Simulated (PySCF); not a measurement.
Computed properties of C₃H₆BFN₂, SMILES CN1CN=CB1F

C3H6BFN2, SMILES CN1CN=CB1F. Geometry optimised at B3LYP-D3(BJ)/def2-SVP. This is a generated structure with no PubChem entry under its InChIKey; it may be hypothetical. The values are those of a single conformer. All values are computed for the isolated molecule unless a solvent is named; none is compared with measurement here.

**Structure.** The optimised structure has Cs symmetry. All 33 harmonic modes at B3LYP-D3(BJ)/def2-SVP (PySCF) are real, so it is a minimum. With heavy atoms numbered as in [CH3:1][N:2]1[CH2:3][N:4]=[CH:5][B:6]1[F:7], the shortest bond between them is N4–C5 at 1.289 Å and the longest C5–B6 at 1.576 Å.

**Vibrations.** The strongest infrared lines (harmonic, unscaled, degenerate partners summed) lie at 1569 cm⁻¹ (242 km/mol, B 38 %, N 35 %, H 20 %), 1400 cm⁻¹ (170 km/mol, B 39 %, H 23 %, N 19 %, C 11 %), 1272 cm⁻¹ (72 km/mol, H 42 %, N 39 %, C 17 %). The softest mode is at 157 cm⁻¹ and the zero-point energy is 63.4 kcal/mol.

**Electronic structure.** PBE0/def2-TZVP (PySCF) places the frontier levels at -7.50 and -1.11 eV, a gap of 6.39 eV, and gives a dipole moment of 2.27 D and a mean polarisability of 60.7 bohr³. PBE/def2-TZVP (PySCF) at the same geometry gives -5.94 and -2.07 eV, so its gap is 2.52 eV narrower. An orbital gap is neither the optical nor the fundamental gap.

**Excitations.** TDA-CAM-B3LYP/def2-SVPD (PySCF) has S1 at 4.64 eV (267 nm, f = 0.001, dark); the most intense of the 10 singlets computed lies at 7.59 eV (f = 0.22). T1 (TDA) is at 3.75 eV, 0.89 eV under S1. TDA-PBE/def2-SVPD (PySCF) puts S1 at 4.26 eV. No vertical singlet excitation falls in the visible range (under 3.1 eV).

**NMR.** GIAO shifts at KT2/pcSseg-1 (PySCF) (non-relativistic, atoms alike by connectivity averaged): ¹³C from 33.1 to 169.6 ppm against TMS; ¹H from 3.3 to 8.4 ppm against TMS; ¹⁹F at -186.4 ppm against CFCl3; ¹¹B at 12.1 ppm against BF3.
